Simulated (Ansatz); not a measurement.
Reaction (cleavage of the Ge–Si bond): `[BH2][GeH2][SiH3]` + HBr → `[BH2][GeH2][Br]` + SiH₄

Gas-phase electronic energies from Ansatz, PBE0-D4/def2-TZVP geometries. CBS: MP2 limit from def2 TZ/QZ plus the TZ coupled-cluster correction, frozen cores. This one scheme is used for every species. DFT in def2-TZVPP. For Br, Ge outer-core shells are correlated without core-valence functions, which leaves a few kJ/mol of doubt a bond. Scalar relativity is left out up to krypton.

`[BH2][GeH2][SiH3]`:

Z-matrix (Å, degrees):
```
Ge
Si 1 2.394
B 1 2.040 2 105.9
H 1 1.540 2 106.8 3 -122.0
H 1 1.540 2 106.8 3 122.1
H 2 1.487 1 110.3 3 58.9
H 2 1.487 1 110.0 3 179.0
H 2 1.487 1 110.3 3 -61.0
H 3 1.194 1 120.5 2 -87.5
H 3 1.194 1 120.6 2 87.8
```

HBr:

Cartesian coordinates in Å:
```
Br -0.597 -0.350 0.159
H 0.597 0.350 -0.159
```

`[BH2][GeH2][Br]`:

Cartesian coordinates in Å:
```
B 0.745 -0.403 -0.982
Ge -0.295 0.217 0.677
Br -2.498 0.729 0.148
H 1.898 -0.690 -0.859
H 0.226 -0.482 -2.052
H -0.368 -0.867 1.767
H 0.292 1.496 1.300
```

SiH₄:

```xyz
5

Si    0.000    0.000    0.000
H     1.316   -0.309    0.614
H    -0.910   -1.161    0.168
H     0.183    0.280   -1.446
H    -0.589    1.190    0.664
```

CCSD(T)/CBS gives -0.60 eV.

Q: Another level gave -0.62 eV. Which?
A. PBE-D4/def2-TZVPP
B. RPA@PBE/def2-TZVPP
C. BHLYP/def2-TZVPP
D. ωB97M-V/def2-TZVPP

A: B. RPA@PBE/def2-TZVPP -0.62, BHLYP -0.75, PBE-D4 -0.49, ωB97M-V -0.66 eV.

Largest T1 diagnostic among the species: 0.013.

Leaving LDA and LC-ωPBE aside and taking each functional with its dispersion term where it has one, the values, not all of them listed here, spread over 0.24 eV, from BHLYP-D4 to PBE-D4. LDA lies +0.09 eV from PBE without D4. From PBE to PBE0 (25 % exact exchange), in def2-TZVPP and without D4, ΔE moves by −0.07 eV. In def2-TZVPP, CCSD(T) changes the Hartree–Fock value by +0.32 eV (the triples alone add +0.03 eV) and MP2 by +0.27 eV.
